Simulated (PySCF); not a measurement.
# Electron correlation in Sc⁺ (scandium, charge +1)

[Ar] 3d1 4s1, high-spin 3D determinant. Computed with PySCF 2.14 in aug-cc-pVDZ (7s6p4d2f, 59 functions), with the non-relativistic Hamiltonian (point nucleus). Frozen: [Ar]; 2 electrons correlated.

Total MP2 correlation energy: -2.48 mhartree.

Same-spin part -2.48 and opposite-spin part 0.00 mhartree; SCS-MP2 scales them by 1/3 and 6/5 to -0.83 mhartree.
